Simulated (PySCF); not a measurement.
Work out the structure from these simulated measurements.

Formula: C6H6ClN.

| Property | Result |
| --- | --- |
| 13C NMR | chemical shifts (computed TMS as zero) by class: 153.0 (1 C), 147.0 (1 C), 136.0 (1 C), 122.3 (1 C), 117.1 (1 C), 114.3 (1 C) ppm [GIAO PBE0/pcSseg-1] |
| NMR, other nuclei | isotropic shieldings of nuclei other than C and H, by class: 191 (1 N), 714 (1 Cl) ppm [GIAO PBE0/pcSseg-1] |
| Rotational structure | rotational constants A, B, C: 3.462, 1.212, 0.898 GHz [GFN2-xTB] |
| 1H NMR | chemical shifts (computed TMS as zero) by class: 7.32 (1 H), 6.79 (1 H), 6.67 (1 H), 6.50 (1 H), 3.46 (2 H) ppm [GIAO PBE0/pcSseg-1] |
| Dipole | 3.16 D [PBE0/pcSseg-1] |

The electronic properties come from PySCF, for the isolated species, density fitting. Levels stand in brackets. Isolated species at its GFN2-xTB geometry, gas phase. Each NMR value is the plain mean over a class of atoms that symmetry, rotation or inversion makes alike.

Question: Propose a structure and show how it fits.

Answer: Numbering: `[NH2:1][c:2]1[cH:3][cH:4][cH:5][c:6]([Cl:7])[cH:8]1`. Its formula, C6H6ClN, gives 4 degrees of unsaturation: 1 ring and 3 π bonds in the structure found (Kekulé form). 6 carbons fall into 6 classes; from least to most shielded: aromatic carbon bearing nitrogen [C2] (153.0 ppm), aromatic C–Cl carbon [C6] (147.0 ppm), aromatic CH carbon [C4] (136.0 ppm), aromatic CH carbon [C5] (122.3 ppm), aromatic CH carbon [C8] (117.1 ppm), aromatic CH carbon [C3] (114.3 ppm). Hydrogen classes from least to most shielded: 1 H on an aromatic CH carbon, C4 (7.32 ppm), 1 H on an aromatic CH carbon, C5 (6.79 ppm), 1 H on an aromatic CH carbon, C8 (6.67 ppm), 1 H on an aromatic CH carbon, C3 (6.50 ppm), 2 H on an aniline-type nitrogen, N1 (3.46 ppm). The other shieldings belong to: 191 ppm, aniline-type nitrogen [N1]; 714 ppm, aryl chlorine [Cl7]. By its constants the optimised geometry is an asymmetric top. Structure: `NC1=CC(Cl)=CC=C1`. Computed isomers that give other values at the same levels: `Nc1ccccc1Cl` (13C chemical shifts (computed TMS as zero) by class: 148.3 (1 C), 135.7 (1 C), 133.4 (1 C), 126.5 (1 C), 122.1 (1 C), 117.5 (1 C) ppm); `C#C[C@@H](CCl)CC#N` (13C chemical shifts (computed TMS as zero) by class: 122.1 (1 C), 86.1 (1 C), 81.7 (1 C), 53.3 (1 C), 35.0 (1 C), 20.5 (1 C) ppm); `C=C1C[C@@H](Cl)[C@@H]1C#N` (13C chemical shifts (computed TMS as zero) by class: 144.5 (1 C), 122.4 (1 C), 121.7 (1 C), 57.6 (1 C), 45.2 (1 C), 43.1 (1 C) ppm). The assignments are read from this structure; whether some other isomer fits the data as well wasn't checked.

The values belong to the conformer `[NH2:1][c:2]1[cH:3][cH:4][cH:5][c:6]([Cl:7])[cH:8]1`: H–N1–C2–C3 21°, H–N1–C2–C3 163°.
